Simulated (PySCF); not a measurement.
BH4OP, SMILES OBP. The structure is a stationary point at PBE0-D3(BJ)/def2-TZVP. The values are those of a single conformer.

TDDFT-PBE0/def2-SVPD (PySCF) puts the lowest singlet excitations at 5.58, 6.11, 6.75, 6.84, 7.56, 7.66 eV.

**Question.** What are the lowest excitation roots from PySCF with ADC(2)/aug-cc-pVDZ? (The exact figures need the calculation; the answer reports its results.)

**Answer.** 5.85, 6.20, 6.75, 7.17, 7.24, 7.37 eV. S1 differs by 0.27 eV (second minus first; roots are paired by order, and the bases may differ).
